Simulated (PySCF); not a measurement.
PySCF input file for Mg(F)(OH) (FHMgO), SMILES [OH][Mg][F], C-PCM-B3LYP/def2-SVP. The structure is a stationary point at PBE-D3(BJ)/def2-TZVP. Other conformers were not sampled.

```python
import numpy as np
from pyscf import gto, scf, dft
from pyscf.solvent import pcm

mol = gto.M(
    atom='''
    Mg    0.02077714   -0.03183404   -0.00000000
    F    -0.00253479   -1.80094781    0.00000000
    O    -0.08604858    1.75569788    0.00000000
    H     0.46187612    2.54495576    0.00000000
    ''',
    basis='def2-SVP',
    charge=0,
    spin=0,
    max_memory=1600,
    verbose=3,
)
mf = dft.RKS(mol, xc='b3lyp').density_fit(auxbasis='def2-universal-jkfit')
mf.grids.level = 3
mf.conv_tol = 1e-9
mf.max_cycle = 100
mf.kernel()
res = {}
for name, eps in {'water': 78.355, 'chloroform': 4.7113, '1-octanol': 9.8629}.items():
    s = mf.PCM()
    s.with_solvent.method, s.with_solvent.eps, s.with_solvent.lebedev_order = 'C-PCM', eps, 29
    s.kernel(mf.make_rdm1())
    res[name] = (s.e_tot, eps, s.dip_moment(), s.mo_energy, s.converged)
    print(f'{name}: electrostatic solvation free energy {(s.e_tot - mf.e_tot) * 627.509474:.3f} kcal/mol')
```

Log of the run:

```
converged SCF energy = -375.665507662936

WARN: PCM is an experimental feature. It is still in testing.
Features and APIs may be changed in the future.

converged SCF energy = -375.691620571549
Dipole moment(X, Y, Z, Debye):  1.36436,  1.89461,  0.00000
water: electrostatic solvation free energy -16.386 kcal/mol

WARN: PCM is an experimental feature. It is still in testing.
Features and APIs may be changed in the future.

converged SCF energy = -375.685992047296
Dipole moment(X, Y, Z, Debye):  1.30687,  1.88536, -0.00000
chloroform: electrostatic solvation free energy -12.854 kcal/mol

WARN: PCM is an experimental feature. It is still in testing.
Features and APIs may be changed in the future.

converged SCF energy = -375.689096625372
Dipole moment(X, Y, Z, Debye):  1.33851,  1.89072, -0.00000
1-octanol: electrostatic solvation free energy -14.802 kcal/mol
```

The calculation finished and met its thresholds.

Cost: about 6 core-seconds (a rough figure).
